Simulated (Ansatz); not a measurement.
Calculated with Ansatz (gas phase, PBE0-D4/def2-TZVP geometries, no zero-point term in ΔE). CCSD(T)/CBS adds triple-zeta CCSD(T) − MP2 to the extrapolated MP2 energy (def2 sets, frozen cores). This one scheme is used for every species. Functionals use def2-TZVPP. One conformer a species, not always the lowest.

`N[Si](O)([SiH3])Cl` + `O[SiH3]` → `N[Si](O)([SiH3])O[SiH3]` + HCl  (ligand exchange at the Si–Cl bond)

| level | ΔE (kJ/mol) |
| --- | --- |
| PBE-D4 | -14.2 |
| ωB97X-V | -22.1 |
| PBE | -10.1 |
| PBE0 | -13.7 |
| CCSD(T)/def2-TZVPP | -29.1 |
| MP2/def2-QZVPP | -22.1 |
| SCS-MP2/def2-QZVPP | -25.3 |
| MP2/CBS(def2) | -19.8 |

(1) What does CCSD(T)/CBS give? (Best estimate.)

Largest T1 diagnostic among the species: 0.012.

## Answers

(1) Computed: -25.3 kJ/mol. The listed levels differ from it by 11.1, 3.2, 15.2, 11.6, -3.8, 3.2, 0.0, 5.5 kJ/mol.

The D4 term adds −5.9 kJ/mol with B3LYP and −3.9 kJ/mol with PBE0; it sums over pairs of atoms, weighted by their polarisabilities, and B3LYP, whose exchange is more repulsive, gets the larger term. From PBE to PBE0 (25 % exact exchange), in def2-TZVPP and without D4, ΔE moves by −3.5 kJ/mol.

CCSD(T)/CBS has its own doubt, a few kJ/mol and more with outer-core shells, so smaller differences from it don't rank the levels.

B3LYP here is the variant with VWN-RPA as its local correlation; programs differ in this.
